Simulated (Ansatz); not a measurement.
Reaction (ligand exchange at a Ge–Cl bond): `[Cl][GeH]` + NH₃ → `[NH2][GeH]` + HCl

Gas-phase electronic energies from Ansatz, PBE0-D4/def2-TZVP geometries. CCSD(T)/CBS adds triple-zeta CCSD(T) − MP2 to the extrapolated MP2 energy (def2 sets, frozen cores). This one scheme is used for every species. Functionals use def2-TZVPP. For Ge outer-core shells are correlated without core-valence functions, which leaves a few kJ/mol of doubt a bond. Scalar relativity is left out up to krypton.

```json
{"level": "LDA (SPW92)", "ΔE (kcal/mol)": "7.6"}
{"level": "B2PLYP", "ΔE (kcal/mol)": "10.0"}
{"level": "PBE", "ΔE (kcal/mol)": "10.6"}
{"level": "r2SCANh", "ΔE (kcal/mol)": "10.3"}
```

(1) What does CCSD(T)/CBS give? (An estimate is asked.)

Largest T1 diagnostic among the species: 0.015.

## Answers

(1) Computed: +9.5 kcal/mol. The listed levels differ from it by -1.9, 0.5, 1.1, 0.8 kcal/mol.

At CCSD(T), def2-SVP lies −3.0 kcal/mol from the extrapolated value and def2-TZVPP −0.9 kcal/mol. Leaving LDA and LC-ωPBE aside and taking each functional with its dispersion term where it has one, the values, not all of them listed here, spread over 2.0 kcal/mol, from CAM-B3LYP-D4 to BHLYP-D4. LDA lies −3.0 kcal/mol from PBE without D4. In def2-TZVPP, CCSD(T) changes the Hartree–Fock value by −4.3 kcal/mol (the triples alone add −0.5 kcal/mol) and MP2 by −4.4 kcal/mol.
